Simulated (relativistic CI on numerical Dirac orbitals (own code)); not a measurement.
# Crystal-field levels of Ir⁴⁺, 5d5

Calculated by Dirac-Coulomb-Breit CI, separate exchange-only KLI orbitals for each configuration, a model potential for QED, valence Slater integrals scaled by 0.9, one configuration in a parametric crystal field (own radial code). With so little scaling, terms lie 10 to 35 % too far apart, which can change the order of excited levels.

Field parameters in Wybourne normalisation: D4h B²₀ = −7Ds, B⁴₀ = 21(Dq − Dt), B⁴₄ = 21√(5/14) Dq; Oh B⁴₀ = 21Dq, B⁴₄ = √(5/14) B⁴₀. The field is a parameter set, without covalency.

S and J are read from ⟨S²⟩ = S(S + 1) and ⟨J²⟩ = J(J + 1) of each level; they are not fictitious spins.

Oh, 10Dq = 44300 cm⁻¹, the lowest 10 levels:

```json
{"E (cm⁻¹)": "0.0", "Degeneracy": "2", "Irrep": "Γ7", "S": "0.58", "J": "4.36"}
{"E (cm⁻¹)": "8227", "Degeneracy": "4", "Irrep": "Γ8", "S": "0.57", "J": "4.32"}
{"E (cm⁻¹)": "30755", "Degeneracy": "4", "Irrep": "Γ8", "S": "1.53", "J": "3.77"}
{"E (cm⁻¹)": "33168", "Degeneracy": "2", "Irrep": "Γ7", "S": "1.57", "J": "3.67"}
{"E (cm⁻¹)": "34711", "Degeneracy": "4", "Irrep": "Γ8", "S": "1.48", "J": "3.49"}
{"E (cm⁻¹)": "36021", "Degeneracy": "2", "Irrep": "Γ6", "S": "1.48", "J": "3.14"}
{"E (cm⁻¹)": "40255", "Degeneracy": "2", "Irrep": "Γ6", "S": "1.47", "J": "3.78"}
{"E (cm⁻¹)": "40676", "Degeneracy": "4", "Irrep": "Γ8", "S": "1.43", "J": "3.58"}
{"E (cm⁻¹)": "41012", "Degeneracy": "2", "Irrep": "Γ7", "S": "1.32", "J": "3.50"}
{"E (cm⁻¹)": "41084", "Degeneracy": "4", "Irrep": "Γ8", "S": "1.37", "J": "3.68"}
```

Principal g values of the ground doublet: 2.19, 2.19, 2.19.

D4h, 10Dq = 14450, Ds = 2530, Dt = -70 cm⁻¹, the lowest 10 levels:

```csv
E (cm⁻¹),Degeneracy,Irrep,S,J
0.0,2,Γ7,1.95,2.95
894,2,Γ6,2.23,2.70
1434,2,Γ7,2.30,2.64
6298,2,Γ7,1.58,3.43
9913,2,Γ6,1.54,3.23
12198,2,Γ6,1.56,3.86
12641,2,Γ7,1.20,3.73
14277,2,Γ7,1.50,3.66
16254,2,Γ7,1.42,3.50
16355,2,Γ6,1.09,4.10
```

Principal g values of the ground doublet: 1.79, 3.34, 3.34.

Oh, 10Dq = 20750 cm⁻¹, the lowest 10 levels:

```csv
E (cm⁻¹),Degeneracy,Irrep,S,J
0.0,2,Γ7,1.17,3.69
4828,4,Γ8,2.07,2.97
8130,2,Γ7,2.09,3.09
10909,4,Γ8,1.05,4.08
15303,4,Γ8,1.55,3.47
17204,2,Γ6,1.48,3.07
18125,4,Γ8,1.60,3.77
19753,2,Γ7,1.53,3.55
21301,2,Γ6,1.46,4.03
21831,4,Γ8,1.37,3.86
```

Principal g values of the ground doublet: 2.41, 2.41, 2.41.

The free-ion ground term has S = 5/2. The field overcomes the spin-pairing energy for Oh, 10Dq = 44300 cm⁻¹; Oh, 10Dq = 20750 cm⁻¹, where the ground state has lower spin; these fields are assumed values.

Levels of this model without a field, named by their leading LS term: 6S_5/2 0, 4G_5/2 19495, 4G_7/2 24226, 4G_11/2 25227, 4P_3/2 25535, 4G_5/2 25823, 4G_9/2 26191, 4P_1/2 28610 cm⁻¹.
